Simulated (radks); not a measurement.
Question: Species: Zr. Configuration: [Kr] 4d2 5s2. Method: Dirac Kohn-Sham, BLYP, spin-unpolarised, spherical densities, finite nucleus; open shells fill j = l - 1/2 first; Fermi nuclear charge, rms radius 4.2694 fm; computed with a radial shooting solver on a logarithmic mesh with Libxc functionals. Some entries of the table are withheld. Estimate them.

orbital,occ.,eigenvalue (eV),r(max) (bohr)
1s1/2,2,-17820.13,0.02414
2s1/2,2,-2468.471,0.1371
2p1/2,2,-2259.959,0.1069
2p3/2,4,-2174.046,0.1106
3s1/2,2,(1),0.4083
3p1/2,2,-326.4233,0.3962
3p3/2,4,-312.7452,0.4053
3d3/2,4,-175.8264,(2)
3d5/2,6,-173.3278,(3)
4s1/2,2,-54.2024,1.077
4p1/2,2,-33.3765,1.161
4p3/2,4,-31.5898,1.186
5s1/2,2,-4.2866,3.127
4d3/2,2,-3.4672,(4)
4d5/2,0,-3.3392,(5)

Answer: 
(1) 3s1/2 eigenvalue (eV): -404.0287
(2) 3d3/2 r(max) (bohr): 0.3456
(3) 3d5/2 r(max) (bohr): 0.3483
(4) 4d3/2 r(max) (bohr): 1.599
(5) 4d5/2 r(max) (bohr): 1.614
